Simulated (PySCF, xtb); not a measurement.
I3, SMILES I[I-]I, charge -1.

Coordinates come from a PBE0-D3(BJ)/def2-SVPD optimisation. The def2 effective core potentials stand for the cores of I; spin–orbit coupling is left out.

The numbers are results of PySCF 2.14.0 with C-PCM-ωB97X/def2-SVPD, not measurements.

The values are the electrostatic part of the solvation free energy, E(continuum) − E(gas) at the gas-phase geometry, in a cavity of scaled van der Waals radii (PySCF's table); cavitation and dispersion terms are not included. In vacuum the orbital gap is 7.34 eV.

```
solvent         ε  ΔG(elec) (kcal/mol)  gap (eV)
----------  -----  -------------------  --------
water       78.36                -42.1      7.41
chloroform   4.71                -33.5      7.41
2-propanol  19.26                -40.5      7.41
```

For comparison, GFN2-xTB/ALPB(water) (xtb, at the GFN2-xTB geometry, all terms of that model) gives -43.7 kcal/mol.
